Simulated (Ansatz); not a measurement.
Tl2H2⁻. The state is a doublet with charge -1. Geometry relaxed at r2SCAN-D4/def2-TZVPD.

```tsv
atom	x (Å)	y (Å)	z (Å)
Tl1	-0.680	0.112	1.418
Tl2	0.812	-0.744	-1.129
H3	-1.139	-0.128	-0.624
H4	1.007	0.760	0.335
```

In the def2 sets Tl takes a core potential; there is no spin–orbit coupling. The structure comes from a short search, and lower isomers may exist.

Problem. Estimate the harmonic wavenumbers at UKS r2SCAN-D4/def2-TZVPD (Ansatz, unscaled). Is this a minimum?

Solution. 71, 462, 710, 796, 866, 988 cm⁻¹. Yes, no mode is imaginary beyond noise. Zero-point energy 23.3 kJ/mol. Run time 20 s (4 threads of AMD EPYC 9R45 on a shared host).
